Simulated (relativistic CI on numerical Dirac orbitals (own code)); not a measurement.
Method of calculation: Dirac-Coulomb-Breit CI, KLI orbitals optimised for each configuration, model QED, unscaled Slater integrals (own radial code, finite nucleus).

The strongest absorption lines from the ground level of an ion, among the configurations computed and to levels below about 2750 eV (vacuum wavelength in nm, gf): 0.65389 (0.065), 0.66797 (0.064), 0.92272 (0.16), 0.97521 (0.21), 4.6634 (1.1), 10.989 (0.22).

**Question.** Which ion is it?
A. Hg⁵¹⁺
B. Os⁴⁷⁺
C. Hg⁵³⁺
D. Hf⁴³⁺

**Answer.** A. Hg⁵¹⁺ has 29 electrons and the ground level 3d10.4s 2S_1/2; the strongest line goes to 3d10.4p 2P°_3/2. The pattern of lines fixes the number of electrons, and along that sequence the line energies rise steadily with the charge (about as its square where n changes within one kind of shell, about linearly where n is kept but much faster in heavy ions where fine structure, which grows about as Z⁴, sets the gap, and irregularly where shells cross), which fixes Z. Configurations outside the model, such as inner-shell arrays, can give stronger lines. At this charge energies of transitions that change n are usually good to better than 1 %, and those within a shell (Δn = 0) to a few per cent.

LS names give the leading component of a level, which can be under half, so a name can repeat, a term be missing and a line seem to break the LS rules.
